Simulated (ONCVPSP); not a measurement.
# Plane-wave convergence, ONCV potential for F

F (Z = 9), optimised norm-conserving Vanderbilt (ONCV), made with ONCVPSP 4.0.1 (PBE, non-relativistic). Core none, reference 1s2 2s2 2p5. Waves: 1s+2s: rc 0.40 bohr, ncon 3, nbas 6, qcut 25.8 1/bohr, 2 projectors; 2p: rc 1.05 bohr, ncon 3, nbas 6, qcut 16.3 1/bohr, 2 projectors, debl 3.7 Ha; d scattering state at 0.37 Ha: rc 0.95 bohr, ncon 4, nbas 9, qcut 10.7 1/bohr, 2 projectors, debl 0.9 Ha. Local part: polynomial inside 0.30 bohr (lpopt 1, dvloc0 0 Ha). Core correction: none.

**Question.** For each optimised wave give the share of its norm inside rc, the residual kinetic energy above qcut (Ha) and the cutoffs (Ha) for errors of 10, 1, 0.1 and 0.01 mHa per electron.

**Answer.**

| wave | norm inside rc | residual KE | 10 mHa | 1 mHa | 0.1 mHa | 0.01 mHa |
| --- | --- | --- | --- | --- | --- | --- |
| 1s | 0.963 | 4.5e-04 | 268.9 | 312.5 | 658.2 | not reached |
| 2s | 0.044 | 2.9e-04 | 239.9 | 301.4 | 466.4 | 848.2 |
| 2p | 0.562 | 9.4e-09 | 47.9 | 64.0 | 77.2 | 87.8 |
| p projector 2 | 0.075 | 3.3e-09 | 47.6 | 66.7 | 83.3 | 97.3 |
| d projector 1 | 0.001 | 1.0e-07 | 1.2 | 5.1 | 15.3 | 30.2 |
| d projector 2 | 0.011 | 1.7e-06 | 7.3 | 18.9 | 34.4 | 48.1 |

The occupied waves need 313 Ha and 658 Ha for 1 and 0.1 mHa. Rows with under 1 % of the norm inside rc give no meaningful cutoff.
